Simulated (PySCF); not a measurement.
**Electronic structure of Mo⁺ (molybdenum, charge +1) at the M06-2X level**

Configuration: [Kr] 4d5, high-spin 6S determinant. Calculation: PySCF 2.14, in cc-pVTZ-PP with ECP28MDF; a scalar-relativistic core potential.

- Total energy: -67.5030 hartree
- One-electron energy: -112.7371 hartree
- Hartree (Coulomb) energy: 52.9060 hartree
- Exchange-correlation energy: -7.6720 hartree
- ⟨S²⟩: 8.7501
- ⟨L²⟩: 0.000
- Sum of ⟨r⟩: 19.17 bohr
- Sum of ⟨r²⟩: 34.31 bohr²
- Time after the integrals: 0.93 s of wall time on 1 thread of Intel(R) Xeon(R) Platinum 8375C CPU @ 2.90GHz (shared host)

```tsv
shell	electrons	mean orbital energy (hartree)	rms radius, mean of both spins (bohr)
4s α	1	-2.91603	1.20
4s β	1	-2.76897	1.20
4p α	3	-1.91070	1.35
4p β	3	-1.73850	1.35
4d α	5	-0.51626	2.03
```

Energies and moments cover only the electrons outside the core potential.
